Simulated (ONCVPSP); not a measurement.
## Before and after: ONCV potential for Sn (Z = 50)

ONCVPSP 4.0.1 input, shortened (lines: element, Z, core and valence counts, functional; n l f; lmax; l rc ep ncon nbas qcut; lloc lpopt rc5 dvloc0; l nproj debl; icmod fcfact rcfact), PBE, fully relativistic:

```
  Sn 50.00    8    3        4      upf
    1    0    2.00
    2    0    2.00
    2    1    6.00
    3    0    2.00
    3    1    6.00
    3    2   10.00
    4    0    2.00
    4    1    6.00
    4    2   10.00
    5    0    1.00
    5    1    3.00
    2
    0    1.90    0.00    3    6    2.70
    1    1.90    0.00    4    7    3.50
    2    1.60    0.00    3    8    9.80
    4    1    1.15    3.00
    0    2    3.40
    1    3    2.80
    2    2    3.60
    3    4.25    1.70
```

Open shells are filled in proportion to 2j + 1.

All-electron outer shells of the reference configuration (PBE, scalar-relativistic, ld1.x):

| shell | level (eV) | outermost node (bohr) | outermost maximum (bohr) |
| --- | --- | --- | --- |
| 4s | -135.48 | 0.40 | 0.74 |
| 4p | -91.24 | 0.41 | 0.79 |
| 4d | -27.32 | 0.39 | 0.88 |
| 5s | -11.41 | 0.98 | 1.99 |
| 5p | -4.32 | 1.09 | 2.52 |

Change: core [Kr] 4d10, valence charge 4; reference 5s2 5p2; waves now 5s: rc 2.00 bohr, ncon 4, nbas 8, qcut 2.7 1/bohr, 3 projectors, debl 2.7 Ha; 5p: rc 1.95 bohr, ncon 4, nbas 8, qcut 3.7 1/bohr, 2 projectors, debl 2.7 Ha; local potential polynomial inside 1.50 bohr (lpopt 5, dvloc0 0 Ha).

Cutoffs: the cutoffs (Ha) at which the residual kinetic energy of the hardest occupied pseudo-wave falls to 1 and 0.1 mHa per electron; they do not see the model core or the augmentation charge, which bear on the density cutoff. Errors are all-electron minus pseudo energies relative to the spin-unpolarised reference configuration.

Q: What does the change do?

A: The potential gets neither clearly harder nor softer (34 Ha and 39 Ha → 22 Ha and 41 Ha); the bound ghost in p disappears; the lowest positive-energy flag moves from s at 16.7 eV to p3/2 at 88.4 eV. Several settings change at once here, so the effects cannot be laid on one of them.

| quantity | base | changed |
| --- | --- | --- |
| cutoff, loose | 34 Ha | 22 Ha |
| cutoff, tight | 39 Ha | 41 Ha |
| bound ghosts | p3/2, p1/2 | none |
| GHOST(+) flags under 300 eV | s at 16.7 eV | p3/2 at 88.4 eV, p1/2 at 96.3 eV, s at 130.5 eV |
| largest error over its own tests, meV | -15 | -1116 |
| rms error of d²Exc/dni dnj with the model core, mHa | 3.29 | 1.96 |

Changed file: The cutoffs count occupied waves only; projector 3 of the s channel, the hardest unoccupied one, needs 72 Ha at the loose tolerance. A true bound ghost makes a file unfit for plane-wave use even where its test errors are small: the radial tests pick states by their node count and pass the ghost by.
